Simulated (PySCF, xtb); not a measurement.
C6H8, SMILES C=C=CC1CC1.

GFN2-xTB (xtb) at its own geometry gives an orbital gap of 5.01 eV and a dipole moment of 0.30 D.

The structure is a stationary point at PBE0-D3(BJ)/def2-SVP. One conformer was computed; it need not be the lowest.

What does HF/def2-TZVP (PySCF) give? (An estimate is asked for; the answer gives what the named calculation found.)

gap 13.13 eV (levels -9.21 and 3.92 eV), dipole 0.58 D.
